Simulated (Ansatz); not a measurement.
Mulliken charges of CH₆GaNS (`[CH3][Ga]([NH2])[SH]`) from PBE/def2-TZVPP in Ansatz (PBE0-D4/def2-TZVP geometry).

```
atom   x (Å)   y (Å)   z (Å)  charge (e)
  C1  -0.970   1.359   0.603      -0.388
 Ga2  -0.017  -0.097  -0.287       0.357
  N3   1.198  -1.143   0.564      -0.367
  S4  -0.383  -0.549  -2.422      -0.299
  H5  -1.645   1.865  -0.088       0.108
  H6  -1.555   0.973   1.440       0.102
  H7  -0.262   2.091   0.997       0.102
  H8   1.702  -1.898   0.132       0.139
  H9   1.444  -1.031   1.532       0.143
 H10   0.487  -1.571  -2.473       0.101
```

Problem. By hand: the dipole of these point charges (1 e Å = 4.8032 D).

Solution. Σ q r = (0.174, -0.034, 0.407) e Å, of length 0.444 e Å = 2.13 D.

Problem. How does the dipole of the full density compare? (Best estimate.)

Solution. The calculation gave: (0.191, -0.062, 0.389) e Å, 2.10 D; the point charges give 1.01 times that, at 5° from its direction.

Point charges leave out the atoms' own dipoles, such as those of lone pairs, and Mulliken's split depends on the basis, so the close match here is no proof of good charges.
